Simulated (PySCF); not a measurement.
C3H11BO2Si (SMILES C[Si](C)(C)B(O)O), singlet, geometry from GFN2-xTB; CASSCF(4,4)/STO-3G (PySCF).

The PySCF input:
```python
from pyscf import gto, scf, mcscf
import numpy

mol = gto.M(
    atom='''
B     0.71100626   -0.32267683    1.14683010
O     0.32595512   -1.39542745    1.88115621
H     0.81707174   -1.58756550    2.68492242
O     1.75003189    0.46373419    1.52136524
H     2.21426762    0.23650259    2.33192287
Si   -0.29443340    0.12827160   -0.50256437
C     0.78374012    1.00799208   -1.82360258
C    -1.75839714    1.32068038   -0.13545143
C    -1.06613406   -1.40705690   -1.35623450
H     0.19339615    1.31324582   -2.68181078
H     1.25248138    1.89638667   -1.41206422
H     1.57780708    0.36123239   -2.18509349
H    -1.40842545    2.25310472    0.29814868
H    -2.46161114    0.87814904    0.56423454
H    -2.30596082    1.56496771   -1.04042991
H    -1.69888522   -1.95668340   -0.66640566
H    -0.30171725   -2.09252545   -1.71023434
H    -1.67453745   -1.12538010   -2.20988002
''',
    basis='sto-3g',
    verbose=4,
)

mf = scf.RHF(mol)
mf.kernel()
mc = mcscf.CASSCF(mf, 4, 4)
mc.fix_spin_(ss=0.0)
mc.kernel()
occ = numpy.linalg.eigvalsh(mc.fcisolver.make_rdm1(mc.ci, mc.ncas, mc.nelecas))[::-1]
ss = mc.fcisolver.spin_square(mc.ci, mc.ncas, mc.nelecas)[0]
print('natural occupations', occ.round(4), ' <S^2>', round(ss, 4))
```

What the program printed (banner, timings and long lists left out):

```
PySCF version 2.14.0

[INPUT] verbose = 4
[INPUT] num. atoms = 18
[INPUT] num. electrons = 64
[INPUT] charge = 0
[INPUT] spin (= nelec alpha-beta = 2S) = 0
[INPUT] symmetry False subgroup None
[INPUT] Mole.unit = angstrom
[INPUT] Symbol           X                Y                Z      unit          X                Y                Z       unit  Magmom
[...]
nuclear repulsion = 371.060501374429
number of shells = 34
number of NR pGTOs = 150
number of NR cGTOs = 50
basis = sto-3g
ecp = {}

******** <class 'pyscf.scf.hf.RHF'> ********
method = RHF
initial guess = minao
damping factor = 0
level_shift factor = 0
DIIS = <class 'pyscf.scf.diis.CDIIS'>
diis_start_cycle = 1
diis_space = 8
diis_damp = 0
SCF conv_tol = 1e-09
SCF conv_tol_grad = None
SCF max_cycles = 50
direct_scf = True
direct_scf_tol = 1e-13
Set gradient conv threshold to 3.16228e-05
Initial guess from minao.
init E= -577.104598284531
[...]
cycle= 1 E= -576.320884376415  delta_E= 0.784  |g|= 0.569  |ddm|= 4.81
[...]
cycle= 2 E= -576.434624660555  delta_E= -0.114  |g|= 0.143  |ddm|= 0.923
[...]
cycle= 3 E= -576.441282924074  delta_E= -0.00666  |g|= 0.0293  |ddm|= 0.202
[...]
cycle= 4 E= -576.441679840111  delta_E= -0.000397  |g|= 0.00285  |ddm|= 0.0614
[...]
cycle= 5 E= -576.441684426365  delta_E= -4.59e-06  |g|= 0.000517  |ddm|= 0.00672
[...]
cycle= 6 E= -576.441684608744  delta_E= -1.82e-07  |g|= 0.000165  |ddm|= 0.00115
[...]
cycle= 7 E= -576.441684626115  delta_E= -1.74e-08  |g|= 4.01e-05  |ddm|= 0.000345
[...]
cycle= 8 E= -576.441684627342  delta_E= -1.23e-09  |g|= 5.27e-06  |ddm|= 0.00011
[...]
cycle= 9 E= -576.441684627363  delta_E= -2.07e-11  |g|= 8.65e-07  |ddm|= 1.51e-05
[...]
Extra cycle  E= -576.441684627363  delta_E= -2.27e-13  |g|= 3.18e-07  |ddm|= 1.77e-06
converged SCF energy = -576.441684627363

******** <class 'pyscf.mcscf.mc1step.CASSCF'> ********
CAS (2e+2e, 4o), ncore = 30, nvir = 16
max_cycle_macro = 50
max_cycle_micro = 4
conv_tol = 1e-07
conv_tol_grad = None
orbital rotation max_stepsize = 0.02
orbital rotation threshold for CI restart = 0.01
augmented hessian ah_max_cycle = 30
augmented hessian ah_conv_tol = 1e-12
augmented hessian ah_linear dependence = 1e-14
augmented hessian ah_level shift = 1e-08
augmented hessian ah_start_tol = 2.5
augmented hessian ah_start_cycle = 3
augmented hessian ah_grad_trust_region = 3
kf_trust_region = 3
kf_interval = 4
ci_response_space = 4
ci_grad_trust_region = 3
with_dep4 0
natorb = False
canonicalization = True
sorting_mo_energy = False
[...]
CASCI E = -576.444562932132  S^2 = 0.0000000
[...]
macro iter   7 ( 21 JK    4 micro), CASSCF E = -576.455273571978  dE = -1.13908111e-03  S^2 = 0.0000000
               |grad[o]|=0.00194  |grad[c]|=0.00627  |ddm|=0.0113  |maxRot[o]|=0.174
macro iter   8 ( 21 JK    4 micro), CASSCF E = -576.459850602653  dE = -4.57703068e-03  S^2 = 0.0000000
               |grad[o]|=0.00487  |grad[c]|=0.00699  |ddm|=0.00951  |maxRot[o]|=0.226
macro iter   9 ( 21 JK    4 micro), CASSCF E = -576.464725842697  dE = -4.87524004e-03  S^2 = 0.0000000
               |grad[o]|=0.00952  |grad[c]|=0.0128  |ddm|=0.00837  |maxRot[o]|=0.226
macro iter  10 ( 21 JK    4 micro), CASSCF E = -576.464916048140  dE = -1.90205443e-04  S^2 = 0.0000000
               |grad[o]|=0.00656  |grad[c]|=0.00827  |ddm|=0.0037  |maxRot[o]|=0.0454
macro iter  11 ( 21 JK    4 micro), CASSCF E = -576.464848261525  dE =  6.77866154e-05  S^2 = 0.0000000
               |grad[o]|=0.00588  |grad[c]|=0.00685  |ddm|=0.0031  |maxRot[o]|=0.0164
macro iter  12 ( 19 JK    4 micro), CASSCF E = -576.465346497039  dE = -4.98235514e-04  S^2 = 0.0000000
               |grad[o]|=0.0059  |grad[c]|=0.00346  |ddm|=0.00238  |maxRot[o]|=0.0342
macro iter  13 ( 13 JK    4 micro), CASSCF E = -576.465875396275  dE = -5.28899236e-04  S^2 = 0.0000000
               |grad[o]|=0.00454  |grad[c]|=0.0043  |ddm|=0.00182  |maxRot[o]|=0.0543
macro iter  14 ( 17 JK    4 micro), CASSCF E = -576.465863064600  dE =  1.23316748e-05  S^2 = 0.0000000
               |grad[o]|=0.00235  |grad[c]|=0.00276  |ddm|=0.000885  |maxRot[o]|=0.00805
macro iter  15 ( 19 JK    4 micro), CASSCF E = -576.466033571341  dE = -1.70506741e-04  S^2 = 0.0000000
               |grad[o]|=0.0025  |grad[c]|=0.000791  |ddm|=0.000373  |maxRot[o]|=0.0352
macro iter  16 (  4 JK    1 micro), CASSCF E = -576.466057899795  dE = -2.43284541e-05  S^2 = 0.0000000
               |grad[o]|=0.000858  |grad[c]|=0.000714  |ddm|=0.000234  |maxRot[o]|=0.0181
macro iter  17 (  3 JK    1 micro), CASSCF E = -576.466057908136  dE = -8.34097591e-09  S^2 = 0.0000000
               |grad[o]|=3.89e-05  |grad[c]|=3.22e-05  |ddm|=2.09e-05  |maxRot[o]|=0.000271
1-step CASSCF converged in  17 macro (288 JK  60 micro) steps
CASSCF canonicalization
Density matrix diagonal elements [1.978851   1.98263077 0.02058847 0.01792976]
CASSCF energy = -576.466057908136
CASCI E = -576.466057908136  E(CI) = -3.91117987716495  S^2 = 0.0000000
natural occupations [1.9843 1.9773 0.023  0.0154]  <S^2> 0.0
```
